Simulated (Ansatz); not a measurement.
`[GeH3][CH]1C[SiH2]1` + `[SH][GeH2][Cl]` → `[Cl][GeH2][S][GeH3]` + `C1C[SiH2]1` at 600 K and 1 bar (ligand exchange at a Ge–C bond).

Program: Ansatz. Geometries: PBE0-D4/def2-TZVP. ΔE: electronic, gas phase. CCSD(T)/CBS is the MP2 limit (def2-TZVPP, def2-QZVPP) plus CCSD(T) − MP2 in def2-TZVPP, frozen cores. For Ge outer-core shells are correlated without core-valence functions, which leaves a few kJ/mol of doubt a bond. Scalar relativity is left out up to krypton. Each species was taken in one conformer, which may not be the lowest.

```csv
species,CCSD(T)/CBS energy (Eh),H − E (kJ/mol),S (J/(mol·K))
`[GeH3][CH]1C[SiH2]1`,-2446.06013,283.8,441.3
`[SH][GeH2][Cl]`,-2935.52817,114.3,382.2
`[Cl][GeH2][S][GeH3]`,-5012.86081,177.7,483.3
`C1C[SiH2]1`,-368.74760,226.4,334.3
```

H − E and S are ideal-gas, rigid-rotor, harmonic terms from PBE0-D4/def2-TZVP, for one conformer and one mirror image of each species. 1 Eh = 2625.50 kJ/mol, R = 8.31446 J/(mol·K).

Task: By hand: ΔE, ΔH, ΔS and ΔG.

Result: ΔE = (-5012.86081) + (-368.74760) − (-2446.06013) − (-2935.52817) = -0.02011 Eh = -52.8 kJ/mol. Δ(H − E) = 177.7 + 226.4 − 283.8 − 114.3 = 6.0, so ΔH = -46.8 kJ/mol. ΔS = 483.3 + 334.3 − 441.3 − 382.2 = -5.9 J/(mol·K). ΔG = -46.8 − 600 × (-5.9)/1000 = -43.3 kJ/mol.

Task: By hand: the equilibrium constant, and the temperature at which ΔG would vanish if ΔH and ΔS stayed fixed.

Result: log₁₀ K = −ΔG/(RT ln 10) = 3.8. ΔG = 0 at ΔH/ΔS = 7932 K, far beyond where these terms or the molecules hold.

The number of gas molecules stays the same, so ΔS is small and ΔH decides. A doubt of 5 kJ/mol in ΔE shifts log₁₀ K by 0.4 here. Other conformers and mirror images would add mixing entropy, several J/(mol·K) or more a flexible species. Modes under 60 cm⁻¹, often nearly free rotors, make the harmonic entropy too high. These are equilibria of isolated gas molecules and say nothing of rates. Largest T1 diagnostic: 0.011 (customary marks: 0.02 for closed shells, 0.045 for open ones).
